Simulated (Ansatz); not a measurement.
System: fluoro(trimethyl)silane, C3H9FSi, net charge 0, singlet state. 
Coordinates optimised at B3LYP-D3(BJ)/def2-TZVP (Ansatz, a quantum-chemistry and plane-wave program):
SMILES: F[Si](C)(C)C
```xyz
14

C      1.5018    -0.8629    -0.6679
Si     0.0038     0.0021     0.0286
C     -1.5516    -0.9875    -0.2520
C     -0.1576     1.7365    -0.6370
F      0.2171     0.1192     1.6297
H      1.4167    -0.9726    -1.7519
H      2.4141    -0.3003    -0.4592
H      1.6157    -1.8605    -0.2387
H     -2.4170    -0.4974     0.1988
H     -1.4666    -1.9863     0.1811
H     -1.7506    -1.1018    -1.3205
H     -1.0099     2.2524    -0.1898
H     -0.3046     1.7238    -1.7199
H      0.7390     2.3237    -0.4280
```
Charge 0, spin multiplicity 1.

Computed values are from Ansatz. Correlated levels leave the core frozen unless marked. UHF or UKS for open shells. Spin-orbit coupling is left out. Non-relativistic. Basis-set limits of correlation are two-point, X^-3; Hartree-Fock from the larger set.

| Item | Value |
|---|---|
| atomisation energy De | 1302.1 kcal/mol at CCSD(T)/CBS(cc-pV(T+d)Z,cc-pV(Q+d)Z) |
| total energy | -508.5486 Eh at CCSD(T)/CBS(cc-pV(T+d)Z,cc-pV(Q+d)Z) |
| dipole moment | 1.81 D at CCSD(T)/aug-cc-pV(D+d)Z |
| T1 diagnostic | 0.010 at CCSD/cc-pV(Q+d)Z |
